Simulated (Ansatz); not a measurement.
Cost and result up the ladder for mer-CoF3(H2O)3 (CoO3F3H6) (13 atoms). Charge 0, multiplicity 1. Geometry: r2SCAN-D4/def2-SVP.

```xyz
13

Co    0.098    0.126   -0.097
F    -0.513    1.796    0.193
F     0.531   -1.666   -0.272
F     1.739    0.706   -0.480
O    -1.658   -0.667    0.280
O    -0.356    0.592   -1.905
O     0.785   -0.239    1.677
H    -1.895   -0.524    1.210
H    -1.289   -1.577    0.207
H     0.566    0.782   -2.180
H    -0.667    1.467   -1.548
H     1.580    0.326    1.586
H     1.080   -1.122    1.330
```

Ansatz on 4 threads of Arm Neoverse V1 on a shared host. Times are rough, and most runs start from the orbitals of an earlier one. No level here is sound enough to serve as a yardstick. Binding counts from free atoms at the same level (Co quartet, F doublet, O triplet, H doublet; other spins of the atoms weren't run), without zero-point energy or a counterpoise term.

No other spin state of charge 0 was run. Another isomer (singlet) lies 0.02 eV lower at PBE0-D4/def2-TZVP; other spin states weren't run for this one.

Run but left out: HF/STO-3G (restricted singlet, unstable in another Hartree–Fock run and untested here); MP2/def2-TZVP, CCSD(T)/def2-SVP (restricted singlet, unstable towards broken spin symmetry).

```
                         level  functions  wall time  binding energy per atom (eV)                        remarks
               PBE-D4/def2-SVP        145      1.9 s                          3.63  restricted SCF unstable in HF
         LDA (SPW92)/def2-TZVP        267        2 s                          4.18  restricted SCF unstable in HF
              PBE0-D4/def2-SVP        145      2.8 s                          3.39  restricted SCF unstable in HF
           revPBE-D4/def2-TZVP        267      3.5 s                          3.39  restricted SCF unstable in HF
PBE-D4/def2-TZVP (with forces)        267      4.2 s                          3.54  restricted SCF unstable in HF
           r2SCAN-D4/def2-TZVP        267      6.5 s                          3.47  restricted SCF unstable in HF
             PBE0-D4/def2-TZVP        267        8 s                          3.33  restricted SCF unstable in HF
          r2SCANh-D4/def2-TZVP        267        9 s                          3.40  restricted SCF unstable in HF
```
